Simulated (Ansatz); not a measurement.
Program: Ansatz. Geometries: PBE0-D4/def2-TZVP. ΔE: electronic, gas phase. CBS: MP2 limit from def2 TZ/QZ plus the TZ coupled-cluster correction, frozen cores. DFT in def2-TZVPP. def2 core potentials past Kr. For Br, In outer-core shells are correlated without core-valence functions, which leaves a few kJ/mol of doubt a bond. Scalar relativity is left out up to krypton. One conformer a species, not always the lowest.

`[NH2][In]([NH2])[Br]` + `O[SiH]([SiH3])S` → `[NH2][In]([OH])[Br]` + `N[SiH]([SiH3])S`  (redistribution)

```
           level  ΔE (kJ/mol)  difference from CCSD(T)/CBS
       r2SCAN-D4         19.7                         -3.2
      r2SCAN0-D4         22.1                         -0.8
    CAM-B3LYP-D4         22.0                         -0.9
          r2SCAN         20.0                         -2.9
         r2SCANh         21.0                         -1.9
           BHLYP         23.9                          1.0
         LC-ωPBE         19.7                         -3.2
   CCSD/def2-SVP         15.7                         -7.2
CCSD(T)/def2-SVP         15.6                         -7.3
   HF/def2-QZVPP         24.6                          1.7
     CCSD(T)/CBS         22.9                            0
```

Largest T1 diagnostic among the species: 0.013.

From BLYP to BHLYP (50 % exact exchange), in def2-TZVPP and without D4, ΔE moves by +4.8 kJ/mol. At CCSD(T), def2-SVP lies −7.3 kJ/mol from the extrapolated value and def2-TZVPP +1.2 kJ/mol. Leaving LDA and LC-ωPBE aside and taking each functional with its dispersion term where it has one, the values, not all of them listed here, spread over 8.5 kJ/mol, from revPBE-D4 to BHLYP-D4. LDA lies +3.8 kJ/mol from PBE without D4.
